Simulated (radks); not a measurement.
Species: I+. Configuration: [Kr] 4d9 5s2 5p5 (not the ground configuration).

All-electron calculation, scalar-relativistic Kohn-Sham, PBE, spin-polarised, spherical densities, point nucleus; open shells are filled with parallel spins first (spin-orbit coupling, left out, can overturn this in heavy ions). Program: a radial shooting solver on a logarithmic mesh with Libxc functionals.

Energy parts (hartree):
part                        energy
total                  -7114.27438
kinetic                 7467.95945
electron-nucleus      -17182.43836
Hartree                 2780.46174
exchange-correlation    -180.25722

Orbitals (lengths in bohr, moments of r in powers of bohr; r(max) is where P^2 peaks):
orbital  occ.  eigenvalue (hartree)      <r>   r(max)     <r^2>   <1/r>
1s up       1             -1212.887  0.02722  0.01754  0.001005   56.84
1s down     1             -1212.885  0.02722  0.01754  0.001005   56.84
2s up       1             -188.0179   0.1172  0.09911   0.01619   13.02
2s down     1             -188.0043   0.1172  0.09911   0.01619   13.02
2p up       3             -168.8212   0.1025  0.07949   0.01282   12.46
2p down     3             -168.8099   0.1025  0.07948   0.01282   12.46
3s up       1             -38.50896   0.3140   0.2856    0.1127   4.669
3s down     1             -38.50158   0.3140   0.2856    0.1127   4.669
3p up       3             -32.29021   0.3121   0.2794    0.1129   4.438
3p down     3             -32.28174   0.3120   0.2794    0.1129   4.439
3d up       5             -22.98459   0.2885   0.2317   0.09849   4.201
3d down     5             -22.97210   0.2885   0.2317   0.09847   4.201
4s up       1              -7.29984   0.7362   0.6791    0.6119   1.896
4s down     1              -7.25713   0.7362   0.6790    0.6119   1.897
4p up       3              -5.33796   0.7858   0.7127    0.7028   1.741
4p down     3              -5.29541   0.7860   0.7127    0.7031   1.741
4d up       5              -2.46640   0.9022   0.7715    0.9494   1.469
4d down     4              -2.42481   0.9027   0.7716    0.9508   1.468
5s up       1              -1.05978    1.858    1.650     3.890  0.7036
5s down     1              -1.02610    1.865    1.652     3.921  0.7016
5p up       3              -0.63085    2.215    1.908     5.577  0.5832
5p down     2              -0.60056    2.236    1.915     5.697  0.5782

The highest occupied level is 5p down at -16.342 eV. Spin moment in Bohr magnetons: 2. The density falls to 0.001 e/bohr^3 at r = 4.16 bohr.
